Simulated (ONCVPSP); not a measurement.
**Building the ONCV potential for W (Z = 74) (BLYP, scalar-relativistic).**

* Element: W (Z = 74)
* Generator: ONCVPSP 4.0.1
* Type: optimised norm-conserving Vanderbilt (ONCV)
* Functional: BLYP
* Relativity: scalar-relativistic
* Frozen core: [Kr] 4d10 4f14
* Valence charge: 14
* Reference configuration: 5s2 5p6 5d4 6s1.5 (charge +0.5)
* Partial waves: 5s+6s: rc 1.90 bohr, ncon 3, nbas 7, qcut 6.3 1/bohr, 2 projectors; 5p: rc 1.75 bohr, ncon 4, nbas 8, qcut 8.3 1/bohr, 2 projectors, debl 1.7 Ha; 5d: rc 1.75 bohr, ncon 4, nbas 9, qcut 8.3 1/bohr, local
* Local potential: the d channel
* Core correction: none

In the p channel the program set the typed energies aside and used -1.714, 0.250 Ha.

All-electron outer shells of the reference configuration (BLYP, scalar-relativistic, ld1.x):

| shell | level (eV) | outermost node (bohr) | outermost maximum (bohr) |
| --- | --- | --- | --- |
| 5s | -82.53 | 0.53 | 0.96 |
| 5p | -46.64 | 0.57 | 1.09 |
| 4f | -36.58 | – | 0.43 |
| 6s | -8.79 | 1.28 | 2.61 |
| 5d | -7.85 | 0.63 | 1.49 |

Results:

| Property | Result |
| --- | --- |
| Cutoffs needed | 21 Ha and 26 Ha (the cutoffs (Ha) at which the residual kinetic energy of the hardest occupied pseudo-wave falls to 1 and 0.1 mHa per electron) |
| Ghost test | no bound ghost flagged; no localised positive-energy state flagged |
| Largest excitation error | -1.8 meV (all-electron minus pseudo) for 5s2 5p6 5d4 6s0, out of 4 test configurations |

Generation and tests took about 3.1 s on one core of a shared server CPU.
